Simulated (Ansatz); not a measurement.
The inner images of a band of BFH$_{6}$OSi (10 atoms, charge 0, multiplicity 1) are given out of order.

Computed with RKS PBE0/def2-SVP (Ansatz).

First end point:

```xyz
10
Properties=species:S:1:pos:R:3
B -0.130 -0.093 0.171
F -0.555 0.182 1.447
H 0.846 0.537 -0.198
H -1.033 -0.268 -0.647
O 0.425 -1.671 0.281
Si -0.760 -2.840 -0.181
H -0.192 -4.141 0.274
H -2.045 -2.559 0.505
H -0.861 -2.782 -1.656
H 0.957 -1.812 1.076
```

Last end point:

```xyz
10
Properties=species:S:1:pos:R:3
B 0.084 -0.137 -0.751
F 0.207 -1.672 2.639
H 0.623 0.861 -0.333
H -0.233 -0.268 -1.915
O -0.162 -1.136 0.130
Si -0.879 -2.673 -0.085
H 0.141 -3.694 0.265
H -2.061 -2.741 0.808
H -1.280 -2.786 -1.516
H 0.213 -1.203 1.830
```

Task: Put them in order from the first end to the last, with their energies above the first end.
A.
```xyz
10
Properties=species:S:1:pos:R:3
B -0.029 -0.197 0.023
F 0.307 -0.036 1.614
H 0.849 0.365 -0.586
H -1.192 0.098 -0.145
O 0.211 -1.668 0.232
Si -0.774 -2.953 -0.259
H -0.172 -4.188 0.310
H -2.160 -2.763 0.256
H -0.776 -2.998 -1.746
H 0.388 -1.107 1.375
```
B.
```xyz
10
Properties=species:S:1:pos:R:3
B -0.092 -0.053 0.152
F -0.048 0.362 1.466
H 0.796 0.380 -0.560
H -1.218 -0.144 -0.326
O 0.325 -1.689 0.378
Si -0.737 -2.906 -0.222
H -0.148 -4.197 0.229
H -2.100 -2.724 0.338
H -0.702 -2.770 -1.696
H 0.577 -1.706 1.314
```
C.
```xyz
10
Properties=species:S:1:pos:R:3
B -0.088 -0.258 -0.315
F 0.321 -0.352 2.190
H 0.828 0.517 -0.440
H -1.248 0.081 -0.404
O 0.220 -1.580 -0.147
Si -0.800 -2.920 -0.326
H -0.163 -4.040 0.418
H -2.148 -2.617 0.234
H -0.893 -3.241 -1.776
H 0.624 -1.038 1.640
```
D.
```xyz
10
Properties=species:S:1:pos:R:3
B -0.032 -0.123 -0.672
F 0.242 -1.473 2.611
H 0.650 0.810 -0.317
H -0.786 -0.054 -1.620
O 0.068 -1.277 0.032
Si -0.814 -2.733 -0.137
H -0.024 -3.783 0.549
H -2.148 -2.550 0.489
H -0.947 -3.025 -1.592
H 0.444 -1.239 1.729
```
E.
```xyz
10
Properties=species:S:1:pos:R:3
B -0.086 -0.174 -0.513
F 0.249 -0.992 2.466
H 0.749 0.679 -0.332
H -1.160 0.065 -1.025
O 0.211 -1.439 -0.115
Si -0.785 -2.819 -0.233
H -0.150 -3.858 0.614
H -2.152 -2.486 0.249
H -0.817 -3.245 -1.659
H 0.593 -1.178 1.621
```

Result: B (+0.03 eV), A (+0.80 eV), C (+0.48 eV), E (+0.43 eV), D (+0.38 eV).

Time of the run: 3.2 min on 2 threads of Intel(R) Xeon(R) Platinum 8488C (Sapphire Rapids), with other jobs on the host, peak memory 0.19 GiB.
